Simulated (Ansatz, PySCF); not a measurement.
Breaking a bond: SiH, doublet.

Computed with: UKS-PBE = Ansatz (an electronic-structure program) with unrestricted PBE/cc-pVTZ; UKS-CAM-B3LYP = unrestricted CAM-B3LYP/cc-pVTZ run with PySCF; UCCSD(T) = PySCF with CCSD(T) on UHF/cc-pVTZ, 5 core orbitals frozen.

Energies relative to the lowest point of each curve near equilibrium, in kcal/mol; the last columns give the difference from UCCSD(T):

```tsv
R / Å	UKS-PBE	UKS-CAM-B3LYP	UCCSD(T)	UKS-PBE − UCCSD(T)	UKS-CAM-B3LYP − UCCSD(T)
1.14	51.1	48.3	49.1	2.0	-0.7
1.23	26.4	24.3	24.7	1.8	-0.4
1.29	15.7	13.9	14.2	1.5	-0.3
1.39	5.0	3.9	4.1	0.9	-0.1
1.45	1.7	1.1	1.2	0.5	-0.1
1.48	0.8	0.4	0.4	0.3	0.0
1.53	0.0	0.0	0.0	0.0	0.0
1.59	0.2	0.6	0.6	-0.4	0.0
1.61	0.5	1.1	1.0	-0.5	0.1
1.69	2.5	3.7	3.5	-1.0	0.1
1.80	6.9	8.8	8.5	-1.6	0.3
1.92	13.0	15.8	15.2	-2.2	0.6
2.09	22.6	26.6	25.3	-2.7	1.3
```

UKS-PBE is furthest from UCCSD(T) at 2.09 (-2.7 kcal/mol, below); its mean absolute difference over the points is 1.2 kcal/mol.

UKS-CAM-B3LYP is furthest from UCCSD(T) at 2.09 (1.3 kcal/mol, above); its mean absolute difference over the points is 0.3 kcal/mol.

The scan ran from 1.14 to 6.11 Å; beyond the distances shown one of the unrestricted levels run for this scan, shown here or not, changes its spin distribution in one step. The unrestricted determinant behind UCCSD(T) is spin-contaminated at 1.14 to 1.29 Å (<S²> up to 0.9, against 0.75 for a pure doublet).
